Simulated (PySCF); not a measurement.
# [Yb(PH3)]2+ at several levels of theory

Computed with PySCF 2.14.0 (density fitting, no spin-orbit coupling) at the geometry relaxed with PBE0:

```xyz
5
[Yb(PH3)]2+ (singlet in the valence; each metal's 4f electrons, 14 of them, lie in its core potential, out of spins and levels)
Yb    0.0000    0.0000   -0.4666
P     0.0000    0.0000    2.5798
H     1.2747    0.0000    3.2007
H    -0.6374    1.1040    3.2007
H    -0.6374   -1.1040    3.2007
```

| level | basis | state | HOMO (eV) | gap (eV) | charge on Yb1 (e) | population of f-type functions on Yb1 (polarisation alone where 4f lies in the core) | dipole about the centre of mass (D) | largest force component (eV/Å) |
| --- | --- | --- | --- | --- | --- | --- | --- | --- |
| PBE0 | Yb lcecp-0-SVP with ECP60, P def2-SVP, H def2-SVP | singlet | – | – | 1.58 | 0.00 | 1.04 | 0.01 |
| revPBE | the same | singlet | – | – | 1.55 | 0.00 | 1.36 | 0.22 |
| CAM-B3LYP | the same | singlet | – | – | 1.57 | 0.00 | 0.91 | 0.17 |

In the lcecp rows the 4f levels are missing from HOMO and gap, and the state counts the valence alone.

Charges are Mulliken's, which hang on the basis. The relaxation used the grid (50, 194), these runs (75, 302) or, all-electron (x2c bases, spin-free X2C Hamiltonian), (99, 590).

**Question.** What does PBE0 with Yb lcecp-0-TZVP with ECP60, P def2-TZVP, H def2-TZVP give here?

**Answer.** state singlet, charge on Yb1 (e) 1.68, population of f-type functions on Yb1 (polarisation alone where 4f lies in the core) 0.00, dipole about the centre of mass (D) 1.18, largest force component (eV/Å) 0.20. Time: 3.8 s on 2 threads of Arm Neoverse V2, with other jobs on the host, from free ions and atoms.

An lcecp potential fixes the number of 4f electrons, so in runs with it no electron can move into or out of that shell.
